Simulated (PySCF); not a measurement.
A series of related molecules.

All values: PBE0/pcSseg-1 (PySCF) at GFN2-xTB geometries, gas phase, one conformer each.

(1) Rank by the highest Hirshfeld charge on any atom, highest value first.
A. `N(C=O)[Si@H](NC)/C=C/C`
B. `C/C=C/[SiH2]NC`
C. `C/C=C/[Si@@H](NC)OC(C)=O`
D. `C([Si@@H](NC)/C=C/C)CC`

(2) Rank by the highest IAO charge on any atom, lowest value first.
A. `C/C=C/[Si@@H](NC)NC=O`
B. `C/C=C/[Si@H](NC)OC`
C. `C(/[SiH2]NC)=C\C`
D. `C=CC[Si@H](/C=C/C)NC`
E. `C/C=C/[Si@@H](NC)OC(C)=O`
F. `C/C=C/[Si@H](COC)NC`

(3) Rank by the lowest Hirshfeld charge on any atom, lowest value first.
A. `C/C=C/[Si@@H](NC)NC=O`
B. `C/C=C/[Si@@H](NC)OC(C)=O`
C. `C(C=C)[Si@H](/C=C/C)NC`

Answers

(1) C (+0.428 e), A (+0.413 e), D (+0.380 e), B (+0.354 e).

(2) C (+0.897 e), D (+1.027 e), F (+1.043 e), A (+1.136 e), E (+1.211 e), B (+1.237 e).

(3) A (-0.276 e), B (-0.265 e), C (-0.248 e).

All values together:

```tsv
SMILES	change	formula	μ (D)	HOMO (eV)	LUMO (eV)	lowest IAO charge (e)	highest IAO charge (e)	lowest Hirshfeld charge (e)	highest Hirshfeld charge (e)
C/C=C/[SiH2]NC	parent	C4H11NSi	1.31	-6.58	-0.03	-0.679 (N)	+0.897 (Si)	-0.245 (N)	+0.354 (Si)
C/C=C/[Si@@H](NC)OC(C)=O	H on Si replaced by OCOCH3	C6H13NO2Si	2.10	-6.77	-0.15	-0.682 (N)	+1.211 (Si)	-0.265 (O)	+0.428 (Si)
C=CC[Si@H](/C=C/C)NC	H on Si replaced by allyl	C7H15NSi	1.42	-6.49	-0.05	-0.675 (N)	+1.027 (Si)	-0.248 (N)	+0.386 (Si)
C/C=C/[Si@H](COC)NC	H on Si replaced by CH2OCH3	C6H15NOSi	0.92	-6.42	-0.05	-0.679 (N)	+1.043 (Si)	-0.247 (N)	+0.378 (Si)
C/C=C/[Si@@H](NC)NC=O	H on Si replaced by NHCHO	C5H12N2OSi	4.10	-6.85	-0.08	-0.682 (N)	+1.136 (Si)	-0.276 (O)	+0.413 (Si)
C/C=C/[Si@@H](CCC)NC	H on Si replaced by nPr	C7H17NSi	0.94	-6.49	0.05	-0.676 (N)	+1.024 (Si)	-0.243 (N)	+0.380 (Si)
C/C=C/[Si@H](NC)OC	H on Si replaced by OCH3	C5H13NOSi	1.00	-6.51	0.19	-0.697 (N)	+1.237 (Si)	-0.254 (N)	+0.423 (Si)
```

Conformers: `[CH3:1]/[CH:2]=[CH:3]/[SiH2:4][NH:5][CH3:6]` with C2–C3–Si4–N5 -18°, C3–Si4–N5–C6 177°; `[CH3:1]/[CH:2]=[CH:3]/[Si@@H:4]([NH:5][CH3:6])[O:7][C:8]([CH3:9])=[O:10]` with C2–C3–Si4–N5 129°, C3–Si4–N5–C6 164°, C3–Si4–O7–C8 59°, Si4–O7–C8–C9 -179°; `[CH2:1]=[CH:2][CH2:3][Si@H:4](/[CH:5]=[CH:6]/[CH3:7])[NH:8][CH3:9]` with C1–C2–C3–Si4 -97°, C2–C3–Si4–C5 63°, C3–Si4–C5–C6 -82°, C3–Si4–N8–C9 177°; `[CH3:1]/[CH:2]=[CH:3]/[Si@H:4]([CH2:5][O:6][CH3:7])[NH:8][CH3:9]` with C2–C3–Si4–C5 -104°, C3–Si4–C5–O6 -174°, Si4–C5–O6–C7 -178°, C3–Si4–N8–C9 -60°; `[CH3:1]/[CH:2]=[CH:3]/[Si@@H:4]([NH:5][CH3:6])[NH:7][CH:8]=[O:9]` with C2–C3–Si4–N5 43°, C3–Si4–N5–C6 -175°, C3–Si4–N7–C8 65°, Si4–N7–C8–O9 2°; `[CH3:1]/[CH:2]=[CH:3]/[Si@@H:4]([CH2:5][CH2:6][CH3:7])[NH:8][CH3:9]` with C2–C3–Si4–C5 -94°, C3–Si4–C5–C6 -48°, Si4–C5–C6–C7 179°, C3–Si4–N8–C9 -173°; `[CH3:1]/[CH:2]=[CH:3]/[Si@H:4]([NH:5][CH3:6])[O:7][CH3:8]` with C2–C3–Si4–N5 129°, C3–Si4–N5–C6 61°, C3–Si4–O7–C8 -177°.

Question: Give the shifts from the parent, `C/C=C/[SiH2]NC`.

Answer: 
```tsv
SMILES	change in μ (D)	change in HOMO (eV)	change in LUMO (eV)
C/C=C/[Si@@H](NC)OC(C)=O	+0.79	-0.19	-0.12
C=CC[Si@H](/C=C/C)NC	+0.11	+0.09	-0.02
C/C=C/[Si@H](COC)NC	-0.39	+0.16	-0.02
C/C=C/[Si@@H](NC)NC=O	+2.79	-0.27	-0.05
C/C=C/[Si@@H](CCC)NC	-0.37	+0.09	+0.08
C/C=C/[Si@H](NC)OC	-0.31	+0.07	+0.22
```
